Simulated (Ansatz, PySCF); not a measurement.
CsI, charge +1, doublet, geometry from GFN2-xTB (such geometries of metal compounds can be far from the true shape) (a state made from the parent by changing its charge; the spin is typed, not shown lowest) (core potentials on Cs, I). Base run: PySCF with WB97M-V/def2-SVPD.

PySCF was given this input:
```python
from pyscf import gto, scf, dft

mol = gto.Mole()
mol.atom = '''
    Cs   -0.00000000   -0.00000000   -1.82880087
    I     0.00000000    0.00000000    1.89781222
'''
mol.basis = 'def2-svpd'
mol.ecp = {'Cs': 'def2-svpd', 'I': 'def2-svpd'}
mol.charge = 1
mol.spin = 1
mol.verbose = 4
mol.build()

mf = dft.UKS(mol)
mf.xc = 'wb97m_v'
mf.kernel()
```

The same geometry, method and basis name were run in Ansatz (a first-principles code) and PySCF, at each program's defaults and at the settings that a row names. The base is PySCF at its defaults. Differences at the defaults can come from grids, fitting, cores and function types together.

```csv
code and settings,ΔE vs base (mEh),basis functions,E (Eh),SCF cycles
"PySCF, defaults (exact integrals, its default grid, spherical functions)",0.000,62,-317.59279,11
"Ansatz, defaults (factorised integrals, its default grid, spherical functions)",0.015,62,-317.59278,-
"PySCF, density fitting with def2-universal-jkfit",-0.007,62,-317.59280,11
"PySCF, fine grid",0.018,62,-317.59277,11
"Ansatz, high accuracy",0.015,62,-317.59278,-
```

Open shells are given as the SCF converged; they aren't shown to be the lowest states, and a large step between rows can be another state.
